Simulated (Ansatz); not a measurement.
Geometry optimisation, Ansatz, RKS PBE0/def2-TZVP.

Input file:

```yaml
crystal:
  periodic: [false, false, false]
  atoms:
    - { symbol: Ge, position_ang: [-0.48192, -0.53889, -0.4886] }
    - { symbol: Sb, position_ang: [0.72061, 1.62053, 0.20806] }
    - { symbol: H, position_ang: [-0.44598, -1.76211, 0.38899] }
    - { symbol: H, position_ang: [-1.96013, -0.35914, -0.72962] }
    - { symbol: H, position_ang: [-0.02826, -1.08386, -1.81996] }
    - { symbol: H, position_ang: [-0.64645, 2.50897, -0.25306] }
    - { symbol: H, position_ang: [1.29844, 1.78724, -1.37599] }
basis:
  gaussian: { orbitals: def2-TZVP }
hamiltonian:
  xc: pbe0
relax:
  f_tol: 0.015
  max_steps: 40
```

Launched with:

```bash
$ ansatz run input.yaml --threads 2 --pin off --max-ram 3072MiB --backend cpu --events-out ev --progress --plain --runs-dir out
```

Task: Where does it end, and by what steps?

Result: The run converged. The force dipped under the threshold on the way, but the program's further checks kept it going. After 28 steps the energy has fallen by 0.189 eV; H6 moved furthest, 0.84 Å.

| step | energy less start (eV) | largest force component (eV/Å) | accepted |
| --- | --- | --- | --- |
| 0 | 0.0000 | 0.706 | yes |
| 1 | -0.1171 | 0.386 | yes |
| 2 | -0.1535 | 0.103 | yes |
| 3 | -0.1565 | 0.013 | yes |
| 4 | -0.1567 | 0.010 | yes |
| 5 | -0.1567 | 0.005 | yes |
| 6 | -0.1567 | 0.001 | yes |
| 7 | -0.1567 | 0.001 | yes |
| 8 | -0.1567 | 0.009 | yes |
| 9 | -0.1567 | 0.035 | yes |
| 10 | -0.1554 | 0.237 | no |
| 11 | -0.1550 | 0.110 | no |
| 12 | -0.1569 | 0.021 | yes |
| 13 | -0.1579 | 0.087 | yes |
| 14 | -0.1543 | 0.312 | no |
| 15 | -0.1610 | 0.038 | yes |
| 16 | -0.1623 | 0.181 | yes |
| 17 | -0.1657 | 0.167 | yes |
| 18 | -0.1703 | 0.198 | yes |
| 19 | -0.1702 | 0.362 | no |
| 20 | -0.1778 | 0.056 | yes |
| 21 | -0.1826 | 0.059 | yes |
| 22 | -0.1830 | 0.199 | yes |
| 23 | -0.1839 | 0.122 | yes |
| 24 | -0.1877 | 0.030 | yes |
| 25 | -0.1887 | 0.019 | yes |
| 26 | -0.1890 | 0.043 | yes |
| 27 | -0.1892 | 0.021 | yes |
| 28 | -0.1893 | 0.002 | yes |

```xyz
7
Properties=species:S:1:pos:R:3
Ge -0.496 -0.614 -0.637
Sb 0.967 1.494 -0.096
H -0.781 -1.373 0.670
H -1.831 -0.253 -1.307
H 0.298 -1.541 -1.573
H -0.390 2.325 0.529
H 0.689 2.134 -1.656
```

Run time: 66 s on 2 threads of Arm Neoverse V2, with other jobs on the host, peak memory 0.26 GiB.
